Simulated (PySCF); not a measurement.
A ladder for the ionisation energy of Cd(2+)

Cd(2+) [Kr] 4d10 (1S) → Cd(3+) [Kr] 4d9 (2D). Scalar values calculated with PySCF 2.14 in aug-cc-pVTZ-PP with ECP28MDF (ECP; valence: 4s2 4p6 frozen). The spin-orbit shift comes from two-component X2C-1e calculations (generalised Hartree-Fock, GHF, and MP2 on its spinors, GMP2) in x2c-QZVPPall-2c: GMP2 gives 37.812 eV without and 37.502 eV with screened spin-orbit coupling, a shift of -0.310 eV (GHF: -0.300 eV). Sums use unrounded values; where a UHF row is shifted, it takes the GHF shift.

```
           method  scalar (eV)  plus spin-orbit shift (eV)  error (eV)
              UHF       35.887                      35.587      -1.881
    MP2 (valence)       37.917                      37.607       0.139
SCS-MP2 (valence)       37.699                      37.389      -0.079
   CCSD (valence)       37.570                      37.260      -0.208
CCSD(T) (valence)       37.663                      37.354      -0.114
              LDA       38.009                      37.699       0.231
              PBE       37.589                      37.280      -0.188
             PBE0       37.494                      37.184      -0.284
           r2SCAN       37.475                      37.165      -0.303
           B2PLYP       37.583                      37.273      -0.195
          wB97M-V       37.364                      37.054      -0.414
          r2SCAN0       37.430                      37.120      -0.348
             PW91       37.668                      37.359      -0.109
```

Reference: 37.468 ± 0.006 eV (measured; NIST Atomic Spectra Database, ionization energies).

The errors of the correlated levels include the incompleteness of the basis and the frozen core, so a lower level can come closer by cancellation.
